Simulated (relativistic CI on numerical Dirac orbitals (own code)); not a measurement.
**Dy²⁺ (4f10) in a crystal field**

Calculated by Dirac-Coulomb-Breit CI, orbitals from a KLI potential per configuration, model QED (radiative potential, 1s self-energy scaled to tabulated hydrogen-like ionisation energies), valence Slater integrals scaled by 0.8, one configuration in a parametric crystal field (own radial code).

Field parameters in Wybourne normalisation; cubic f-shell fields have B⁴₄ = √(5/14) B⁴₀ and B⁶₄ = −√(7/2) B⁶₀. The field is a parameter set, without covalency.

S is read from ⟨S²⟩ = S(S + 1).

Powder χT (cm³ K mol⁻¹) by Van Vleck's formula, with temperature-independent terms:

```
                                                           Field   2 K   5 K  10 K  20 K  50 K  100 K  200 K  300 K
 D4h, B20 = 740, B40 = 700, B44 = 390, B60 = 410, B64 = 460 cm⁻¹  11.1  11.2  11.3  11.6  12.3     13   13.6   13.8
D4h, B20 = -50, B40 = -800, B44 = 520, B60 = 360, B64 = 240 cm⁻¹  3.06  6.79  9.77  11.7  12.9   13.5   13.8   13.8
  D4h, B20 = 970, B40 = -190, B44 = 0, B60 = 340, B64 = 130 cm⁻¹  12.1  12.1  12.3  12.5  13.1   13.6   13.8   13.9
D4h, B20 = 1210, B40 = 1440, B44 = 410, B60 = 460, B64 = 30 cm⁻¹  12.3  12.4  12.4  12.5  12.7     13   13.6   13.8
                                  Oh, B40 = -1740, B60 = 70 cm⁻¹  7.04  8.45  10.1  11.6  12.9   13.4   13.7   13.8
                                   Oh, B40 = 770, B60 = 460 cm⁻¹  2.18  5.31  8.53  10.4  11.6   12.5   13.3   13.6
```

Q: For D4h, B20 = 740, B40 = 700, B44 = 390, B60 = 410, B64 = 460 cm⁻¹: what effective moment follows at 300 K?

A: μ_eff = √(8χT) = 10.50 μB. The LS value g√(J(J + 1)) of the free ion's 5I_8 level is 10.61 μB.
